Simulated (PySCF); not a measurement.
UHF on Mn²⁺ (manganese, charge +2)

Configuration: [Ar] 3d5, high-spin 6S determinant. Calculation: PySCF 2.14, in cc-pVDZ (6s5p3d1f, 43 functions); no relativity, point nucleus.

```json
{
  "Total energy": "-1149.106973 hartree",
  "One-electron energy": "-1569.5333 hartree",
  "Hartree (Coulomb) energy": "471.1524 hartree",
  "Exchange energy": "-50.7260 hartree",
  "Kinetic energy": "1149.30900 hartree",
  "⟨S²⟩": "8.7505",
  "⟨L²⟩": "0.000",
  "Sum of ⟨r⟩": "14.89 bohr",
  "Sum of ⟨r²⟩": "15.96 bohr²",
  "Density at the nucleus (Gaussians lack the cusp)": "10500 bohr⁻³",
  "Spin density at the nucleus": "0.0702 bohr⁻³",
  "Langevin diamagnetic susceptibility": "-12.6 ×10⁻⁶ cm³/mol",
  "Time after the integrals": "0.17 s of wall time on 1 thread of Neoverse-N1 (shared host)"
}
```

```csv
shell,electrons,mean orbital energy (eV),"rms radius, mean of both spins (bohr)"
1s α,1,-6562.8,0.0713
1s β,1,-6562.7,0.0713
2s α,1,-811.26,0.305
2s β,1,-807.49,0.305
2p α,3,-694.41,0.274
2p β,3,-690.66,0.274
3s α,1,-126.91,0.925
3s β,1,-115.71,0.925
3p α,3,-91.920,0.990
3p β,3,-78.306,0.990
3d α,5,-35.119,1.24
```
